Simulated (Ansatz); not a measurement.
Born–Oppenheimer molecular dynamics of CH₄AlGa (7 atoms, charge 0, multiplicity 1). It starts from a relaxed structure.

Level of theory: RKS PBE/def2-SVP in Ansatz.

- ensemble: NVT, Langevin thermostat
- time step: 0.5 fs
- steps asked: 150
- set temperature: 300 K
- friction: 0.02 /fs
- seed: 810182

First frame:

```xyz
7
Properties=species:S:1:pos:R:3
C -0.618 0.160 -0.530
Al -0.199 0.739 1.250
Ga 1.177 -0.862 0.100
H -0.966 -0.905 -0.643
H -1.035 0.718 -1.394
H -0.190 2.123 2.055
H 1.831 -1.972 -0.838
```

Task: How far do the bonds stretch over the last three quarters of this one trajectory? (Pairs bonded in most of those frames.)

Result: 
| bond | mean (Å) | spread (Å) | shortest | longest |
| --- | --- | --- | --- | --- |
| C1–Al2 | 1.924 | 0.033 | 1.87 | 1.97 |
| C1–Ga3 | 2.150 | 0.027 | 2.10 | 2.19 |
| C1–H4 | 1.134 | 0.027 | 1.07 | 1.18 |
| C1–H5 | 1.115 | 0.038 | 1.05 | 1.18 |
| Al2–Ga3 | 2.384 | 0.017 | 2.34 | 2.41 |
| Al2–H6 | 1.596 | 0.058 | 1.49 | 1.71 |
| Ga3–H7 | 1.602 | 0.040 | 1.54 | 1.67 |

Mean temperature of the second half: 225 K. The mean temperature of the second half is 25 % below the set value. A run of 0.075 ps of so small a system gives no equilibrium averages.

The run took 3.5 min on 1 thread of Arm Neoverse V2, on a shared host, peak memory 0.1 GiB.
